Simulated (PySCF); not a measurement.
**Ar²⁺: ionisation energy**

Ar²⁺ [Ne] 3s2 3p4 (3P) → Ar³⁺ [Ne] 3s2 3p3 (4S), as a difference of total energies. Calculation: PySCF 2.14, in ANO-RCC-VTZP; scalar relativity by spin-free X2C-1e. Correlated levels: valence: [Ne] frozen; valence and next inner shell: 1s2 frozen. The calculations carry no spin-orbit coupling.

```json
{"method": "UHF", "ionisation energy (eV)": "39.387"}
{"method": "PBE", "ionisation energy (eV)": "40.710"}
{"method": "PBE0", "ionisation energy (eV)": "40.712"}
{"method": "BHandHLYP", "ionisation energy (eV)": "40.662"}
{"method": "CAM-B3LYP", "ionisation energy (eV)": "40.832"}
{"method": "B3LYP", "ionisation energy (eV)": "40.860"}
{"method": "TPSSh", "ionisation energy (eV)": "40.775"}
{"method": "MP2 (valence)", "ionisation energy (eV)": "40.190"}
{"method": "SCS-MP2 (valence)", "ionisation energy (eV)": "40.275"}
{"method": "MP2 (valence and next inner shell)", "ionisation energy (eV)": "40.195"}
{"method": "SCS-MP2 (valence and next inner shell)", "ionisation energy (eV)": "40.277"}
```

**Question.** Estimate what LDA gives.

**Answer.** 40.824 eV, closest to CAM-B3LYP among the rows shown.

**Question.** Estimate what r2SCAN gives.

**Answer.** 40.679 eV, closest to BHandHLYP among the rows shown.

A first-order spin-orbit estimate (lowest level to lowest level, LS coupling) adds 0.062 eV.

Errors of the correlated levels include the incompleteness of this basis and the frozen core.

For comparison: 40.735 ± 0.012 eV (semi-empirical (NIST evaluation); NIST Atomic Spectra Database, ionization energies).
